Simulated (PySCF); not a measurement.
**HoF: frontier orbitals**

PBE0 at R = 1.982 Å; PySCF, spin-free X2C with a Gaussian nucleus, basis sets Ho x2c-SVPall, F x2c-SVPall. State: quintet, about 10.5 electrons in the 4f shell (Mulliken), real f orbitals that mix terms. Only the outer orbitals are listed, counted within each symmetry.

```csv
spin,orbital,occ.,ε (eV),on Ho (%),main shells (%)
α,16σ,1,-4.55,100,88 Ho s
α,4δ,0,-0.79,100,100 Ho d
α,4δ,0,-0.76,100,100 Ho d
α,9π,0,-0.73,100,"59 Ho p, 40 Ho d"
β,15σ,1,-7.90,94,92 Ho f
β,1φ,1,-7.81,100,100 Ho f
β,3δ,1,-7.66,100,100 Ho f
β,16σ,1,-4.45,100,"49 Ho f, 45 Ho s"
β,17σ,0,-2.38,100,"50 Ho f, 45 Ho s"
β,4δ,0,-0.30,100,100 Ho d
β,3δ,0,-0.30,100,99 Ho d
```

Task: Which are the highest filled and the lowest empty level, where do they sit, and how wide is the gap?

Result: Highest filled β 16σ at -4.45 eV (in %: 49 Ho f, 45 Ho s); lowest empty β 17σ at -2.38 eV (in %: 50 Ho f, 45 Ho s); the gap at PBE0 is 2.07 eV.

```json
{"bond order (Mayer)": "1.06", "⟨S²⟩": "6.005", "charge on Ho (Mulliken, basis-dependent)": "0.41", "charge on Ho (Löwdin, basis-dependent)": "0.21", "dipole moment (positive dipole means Ho(−)F(+))": "-2.75 D", "polarisability along the bond": "79.1 bohr³", "polarisability across the bond": "101.7 bohr³"}
```

Spin–orbit coupling is left out. With d or f electrons several states lie close, and the lowest PBE0 determinant need not be the measured ground state.
